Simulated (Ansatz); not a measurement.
Isolated molecules relaxed with PBE0-D4/def2-TZVP in Ansatz; ΔE leaves out vibrations. CBS: MP2 limit from def2 TZ/QZ plus the TZ coupled-cluster correction, frozen cores. Functionals use def2-TZVPP. B3LYP here is the variant with VWN-RPA as its local correlation; programs differ in this. Each species was taken in one conformer, which may not be the lowest.

`CC[CH](O)[AlH2]` + `C1O[SiH2][SiH2]1` → `[AlH2][CH]1O[SiH2][SiH2]1` + `CCCO`  (formal exchange of groups at the Al–C bond)

`CC[CH](O)[AlH2]`:

Z-matrix (Å, degrees):
```
C
C 1 1.522
H 1 1.094 2 111.7
H 1 1.092 2 111.4 3 -119.2
H 1 1.094 2 111.0 3 120.7
C 2 1.528 1 113.7 3 -63.1
H 2 1.097 1 109.0 3 59.6
H 2 1.097 1 109.2 3 175.7
Al 6 1.981 2 112.9 1 -176.4
O 6 1.427 2 112.6 1 61.1
H 6 1.107 2 106.9 1 -59.1
H 9 1.592 6 117.2 2 58.1
H 9 1.585 6 122.4 2 -121.6
H 10 0.962 6 108.8 2 -60.9
```

`C1O[SiH2][SiH2]1`:

Cartesian coordinates in Å:
```
C 0.584 -1.014 0.427
O -0.782 -0.820 0.857
Si -1.319 0.597 0.147
Si 0.845 0.532 -0.694
H 1.241 -1.050 1.301
H 0.669 -1.969 -0.100
H -1.714 1.620 1.155
H -2.490 0.375 -0.745
H 1.092 0.236 -2.131
H 1.875 1.493 -0.216
```

`[AlH2][CH]1O[SiH2][SiH2]1`:

```xyz
12

Al   -0.841    1.099   -1.785
C    -0.701   -0.232   -0.358
O    -1.052    0.267    0.972
Si    0.194   -0.206    1.980
Si    1.147   -0.725   -0.070
H    -0.745    0.553   -3.275
H    -0.907    2.646   -1.454
H    -1.269   -1.146   -0.579
H    -0.177   -1.340    2.875
H     0.674    0.913    2.835
H     2.107    0.260   -0.652
H     1.570   -2.088   -0.491
```

`CCCO`:

Cartesian coordinates in Å:
```
C 0.933 -0.409 1.134
C -0.369 -0.174 0.388
C -0.140 0.266 -1.045
O -1.336 0.436 -1.775
H 1.544 0.498 1.163
H 0.751 -0.718 2.165
H 1.527 -1.191 0.654
H -0.960 0.591 0.906
H -0.976 -1.085 0.380
H 0.465 1.185 -1.059
H 0.428 -0.498 -1.583
H -1.868 1.101 -1.329
```

```json
{"level": "PBE-D4", "ΔE (kJ/mol)": "-29.1", "difference from CCSD(T)/CBS": "-0.2"}
{"level": "r2SCAN-D4", "ΔE (kJ/mol)": "-30.8", "difference from CCSD(T)/CBS": "-1.9"}
{"level": "PBE0-D4", "ΔE (kJ/mol)": "-29.6", "difference from CCSD(T)/CBS": "-0.7"}
{"level": "B3LYP-D4", "ΔE (kJ/mol)": "-28.0", "difference from CCSD(T)/CBS": "0.9"}
{"level": "ωB97X-V", "ΔE (kJ/mol)": "-26.1", "difference from CCSD(T)/CBS": "2.8"}
{"level": "ωB97M-V", "ΔE (kJ/mol)": "-26.9", "difference from CCSD(T)/CBS": "2.0"}
{"level": "B2PLYP", "ΔE (kJ/mol)": "-28.3", "difference from CCSD(T)/CBS": "0.6"}
{"level": "PBE", "ΔE (kJ/mol)": "-28.6", "difference from CCSD(T)/CBS": "0.3"}
{"level": "r2SCAN", "ΔE (kJ/mol)": "-30.7", "difference from CCSD(T)/CBS": "-1.8"}
{"level": "PBE0", "ΔE (kJ/mol)": "-29.0", "difference from CCSD(T)/CBS": "-0.1"}
{"level": "B3LYP", "ΔE (kJ/mol)": "-27.0", "difference from CCSD(T)/CBS": "1.9"}
{"level": "HF/def2-TZVPP", "ΔE (kJ/mol)": "-27.7", "difference from CCSD(T)/CBS": "1.2"}
{"level": "MP2/def2-TZVPP", "ΔE (kJ/mol)": "-30.3", "difference from CCSD(T)/CBS": "-1.4"}
{"level": "SCS-MP2/def2-TZVPP", "ΔE (kJ/mol)": "-28.9", "difference from CCSD(T)/CBS": "0.0"}
{"level": "CCSD/def2-TZVPP", "ΔE (kJ/mol)": "-28.0", "difference from CCSD(T)/CBS": "0.9"}
{"level": "CCSD(T)/def2-TZVPP", "ΔE (kJ/mol)": "-29.0", "difference from CCSD(T)/CBS": "-0.1"}
{"level": "HF/def2-QZVPP", "ΔE (kJ/mol)": "-27.8", "difference from CCSD(T)/CBS": "1.1"}
{"level": "MP2/def2-QZVPP", "ΔE (kJ/mol)": "-30.3", "difference from CCSD(T)/CBS": "-1.4"}
{"level": "SCS-MP2/def2-QZVPP", "ΔE (kJ/mol)": "-28.8", "difference from CCSD(T)/CBS": "0.1"}
{"level": "HF/CBS(def2)", "ΔE (kJ/mol)": "-27.8", "difference from CCSD(T)/CBS": "1.1"}
{"level": "MP2/CBS(def2)", "ΔE (kJ/mol)": "-30.2", "difference from CCSD(T)/CBS": "-1.3"}
{"level": "CCSD/CBS(def2)", "ΔE (kJ/mol)": "-28.0", "difference from CCSD(T)/CBS": "0.9"}
{"level": "CCSD(T)/CBS", "ΔE (kJ/mol)": "-28.9", "difference from CCSD(T)/CBS": "0"}
```

Largest T1 diagnostic among the species: 0.014.
